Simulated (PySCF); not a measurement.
Compound: C₂H₈O₃Si₂.
Cartesian coordinates in Å at the PBE0-D3(BJ)/def2-SVP level; atoms count from 1:
```
atom  x, y, z in Å
C1    -3.1229   -0.3701   -0.3588
C2    -1.9174   -0.5082    0.5172
O3    -1.9175   -0.9449    1.6434
O4    -0.7882   -0.0928   -0.0648
Si5    0.6236   -0.2263    0.8997
O6     1.8010    0.3572   -0.0738
Si7    3.2204    0.8345   -0.7676
H8    -3.2494    0.6839   -0.6462
H9    -4.0126   -0.7290    0.1696
H10   -2.9721   -0.9410   -1.2866
H11    0.4881    0.6360    2.0978
H12    0.8815   -1.6547    1.2026
H13    4.1278   -0.3411   -0.9232
H14    3.8863    1.8564    0.0932
H15    2.9360    1.4226   -2.1073
```

The closed-shell ground state was solved at several levels (PySCF, density fitting, gas phase, non-relativistic).

| level | basis functions | total energy (Eh) | HOMO (eV) | LUMO (eV) | gap (eV) | dipole (D) |
| --- | --- | --- | --- | --- | --- | --- |
| CAM-B3LYP/def2-SVPD | 221 | -885.3253 | -9.75 | 0.77 | 10.52 | 1.77 |
| PBE0/pcSseg-1 | 173 | -885.1839 | -8.18 | 0.06 | 8.24 | 1.75 |

**Question.** What might KT3/pcSseg-1 (173 basis functions) give for the same quantities?

**Answer.** Total energy -894.6006 Eh, HOMO -6.62 eV, LUMO -1.00 eV, gap 5.62 eV, dipole 1.68 D.

**Question.** Over all these levels, which gives the widest orbital gap and which the narrowest?

**Answer.** CAM-B3LYP/def2-SVPD (range-separated hybrid) has the widest, 10.52 eV, and KT3/pcSseg-1 (GGA) the narrowest, 5.62 eV. Functional and basis both differ between the two, so the spread mixes both effects.

**Question.** How far do the dipole and the HOMO energy spread over the levels?

**Answer.** The dipole runs from 1.68 to 1.77 D (mean 1.73 D) and the HOMO from -9.75 to -6.62 eV.

One conformer stands for the species.
